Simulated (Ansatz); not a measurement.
Frontier orbitals of C2H5FGaN, SMILES `[CH3][GaH][C](=N)F`.

Charge 0, multiplicity 1. Correlated methods include outer-core shells of Ga, which these sets cover unevenly. Scalar relativity is left out up to krypton. Geometry: relaxed with PBE0-D4/def2-TZVP. It is one conformer, not always the lowest. Basis def2-TZVPP, Ansatz.

A caution on the coupled-cluster cation, which keeps the state that its UHF reference found: large T1 diagnostic of the cation.

```json
{"functional": "PBE", "HOMO (eV)": "-6.65", "LUMO (eV)": "-2.51", "gap (eV)": "4.14"}
{"functional": "r2SCAN", "HOMO (eV)": "-6.97", "LUMO (eV)": "-2.29", "gap (eV)": "4.68"}
{"functional": "PBE0", "HOMO (eV)": "-8.06", "LUMO (eV)": "-1.68", "gap (eV)": "6.38"}
{"functional": "B3LYP", "HOMO (eV)": "-7.84", "LUMO (eV)": "-1.97", "gap (eV)": "5.87"}
{"functional": "HSE06 (plane-wave form)", "HOMO (eV)": "-7.66", "LUMO (eV)": "-2.05", "gap (eV)": "5.61"}
{"functional": "CAM-B3LYP", "HOMO (eV)": "-9.47", "LUMO (eV)": "-0.78", "gap (eV)": "8.69"}
{"functional": "LC-ωPBE", "HOMO (eV)": "-10.77", "LUMO (eV)": "0.46", "gap (eV)": "11.23"}
{"functional": "ωB97M-V", "HOMO (eV)": "-10.34", "LUMO (eV)": "0.07", "gap (eV)": "10.41"}
{"functional": "HF", "HOMO (eV)": "-11.31", "LUMO (eV)": "1.21", "gap (eV)": "12.52"}
```

(1) What is the vertical ionisation energy at frozen-core CCSD(T)/def2-TZVPP? (Estimate.)

Answers

(1) Computed: 10.53 eV (T1 of the cation 0.055).

A quarter of exact exchange (PBE0) shifts PBE's HOMO by −1.41 eV and its LUMO by +0.83 eV; full exchange at long range (ωB97M-V) shifts them by −3.69 and +2.57 eV. The gap opens from 4.14 to 10.41 eV, since occupied levels lose self-interaction and empty ones feel all the electrons. A positive LUMO is unbound and depends on the basis. −ε(HOMO) differs from that ionisation energy by −3.88 eV with PBE and −0.19 eV with ωB97M-V.

B3LYP here is the variant with VWN-RPA as its local correlation; programs differ in this. LC-ωPBE has ω = 0.4 bohr⁻¹.
